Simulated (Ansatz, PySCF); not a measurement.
Cl3HHfS, SMILES [SH][Hf]([Cl])([Cl])[Cl], multiplicity 1.

Geometry: PBE0-D3(BJ)/def2-SVP. The spin state was assumed, not searched. The structure was generated by enumeration; whether it is a known compound was not checked. The def2 effective core potentials stand for the cores of Hf; spin–orbit coupling is left out. The values are those of a single conformer.

Vertical ionisation energy (IE) and electron affinity (EA) in eV. Rows of orbital energies are one-electron estimates. Where ΔSCF, EOM or ADC give a negative EA the extra electron is unbound and the value depends on the basis.

```
level                                                                   IE    EA
-------------------------------------------------------------------  -----  ----
−ε(HOMO), −ε(LUMO), PBE0/def2-TZVP (PySCF)                            8.27  2.37
−ε(HOMO), −ε(LUMO), PBE/def2-TZVP (PySCF)                             7.04  3.16
ΔSCF, PBE0/def2-SVPD (Ansatz), final states of multiplicity 2 and 2  10.31  0.92
ΔSCF, PBE/def2-SVPD (Ansatz), final states of multiplicity 2 and 2   10.01  0.75
```

### Question
What vertical singlet–triplet gap does ΔSCF give with PBE0/def2-SVPD (Ansatz, a first-principles code) and with PBE/def2-SVPD (Ansatz)? (Estimate from the structure and the level; the computed values follow.)

### Answer
4.37 and 4.30 eV (triplet above singlet where positive).
